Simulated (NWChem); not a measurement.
Molecule: C2H7FOSi; SMILES CC[SiH](O)F

```xyz
12

Si     0.0266     0.5253     0.3246
O     -1.4771     0.8401    -0.2906
F      0.9506     1.7478    -0.2005
C      0.7359    -1.0810    -0.3049
C     -0.0985    -2.3148     0.0363
H      0.0294     0.5878     1.8136
H     -2.1438     0.1499    -0.2631
H      0.8604    -0.9829    -1.3976
H      1.7558    -1.1781     0.1072
H     -0.2287    -2.4347     1.1243
H      0.3672    -3.2398    -0.3368
H     -1.1051    -2.2623    -0.4106
```
Atoms are numbered in this order, from 1.

All runs: NWChem. Pople sets run with spherical d functions. STO-3G and 3-21G are far too small for this property and stand as cheap habits. Coordinates come from a PBE0/def2-SVP optimisation. Not confirmed as a minimum by frequencies. Field at 589 nm.

For level B3LYP/STO-3G:

```
Quantity                          Value
--------------------------------  -----
isotropic polarisability (bohr³)   24.4
```

**Question.** How do the values read with level B3LYP/6-31G* instead?

**Answer.** 
| Quantity | Value |
|---|---|
| isotropic polarisability (bohr³) | 44.3 |
